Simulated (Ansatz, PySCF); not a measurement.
CH₇F₂NSi₂, SMILES NC([SiH2]F)[SiH2]F. Atoms are numbered in the order given.

```xyz
13

N      0.9019    -1.5553     0.0866
C      0.4139    -0.2885    -0.5102
Si     1.3079     1.2060     0.1968
F      0.9692     1.1931     1.7970
Si    -1.4606    -0.2621    -0.3545
F     -2.1119    -1.3297    -1.3958
H      0.8163    -1.5119     1.1036
H      1.8944    -1.6944    -0.1102
H      0.5819    -0.3177    -1.6066
H      0.8830     2.5268    -0.3502
H      2.7817     1.0173     0.0568
H     -1.9859     1.0878    -0.7068
H     -1.8624    -0.6559     1.0229
```
Charge 0, spin multiplicity 1.

Geometry optimised at r2SCAN-D4/def2-SVP. The structure was generated by enumeration, and PubChem lists no compound with its InChIKey, so it may never have been made. One conformer was computed; it need not be the lowest.

Two levels are set side by side: PBE-D3(BJ)/def2-SVP (Ansatz, a program for electronic structure) and r2SCAN-D4/def2-SVP (Ansatz). Each level has its own optimised geometry; the coordinates shown are those of the second. Frequencies come from the Hessian of PySCF at each geometry. Differences are taken from unrounded values.

```csv
quantity,r2SCAN-D4,PBE-D3(BJ),PBE-D3(BJ) minus r2SCAN-D4
mean bond length (Å),1.468,1.479,0.010
bond N1–C2 (Å),1.483,1.481,-0.002
bond C2–Si3 (Å),1.880,1.893,0.013
bond C2–Si5 (Å),1.881,1.893,0.012
bond Si3–F4 (Å),1.636,1.649,0.014
bond Si5–F6 (Å),1.627,1.641,0.014
bond N1–H7 (Å),1.022,1.029,0.007
bond N1–H8 (Å),1.021,1.029,0.008
bond C2–H9 (Å),1.110,1.117,0.007
bond Si3–H10 (Å),1.491,1.504,0.013
bond Si3–H11 (Å),1.492,1.505,0.013
bond Si5–H12 (Å),1.491,1.502,0.011
bond Si5–H13 (Å),1.488,1.500,0.012
highest harmonic wavenumber (cm⁻¹),3569,3479,-91
mean harmonic wavenumber (cm⁻¹),1124,1092,-32
zero-point energy (kcal/mol),53.03,51.53,-1.49
```
